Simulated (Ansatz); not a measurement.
ClF$_{2}$Sn (`[F][Sn]([F])[Cl]`) radical. The species carries charge 0 and has multiplicity 2. Sn: def2 effective core potential.

Question: What are the harmonic wavenumbers in cm⁻¹ at PBE0-D4/def2-TZVP (Ansatz, finite differences of forces, unscaled)? (Best estimate.)

Answer: The calculation gave: 116, 145, 171, 363, 616, 621.

Question: Is this a minimum?

Answer: Yes, all 6 modes are real.

Question: Give the ideal-gas thermochemistry at 298.15 K and 1 bar (rigid rotor, harmonic oscillator; point group Cs, symmetry number 1).

Answer: Zero-point energy 12.1 kJ/mol; H(298) − E = 28.9 kJ/mol; entropy 337.1 J/(mol·K), of which translation 174.4, rotation 113.9, vibration 43.0, electronic 5.8; G(298) − E = -71.6 kJ/mol.
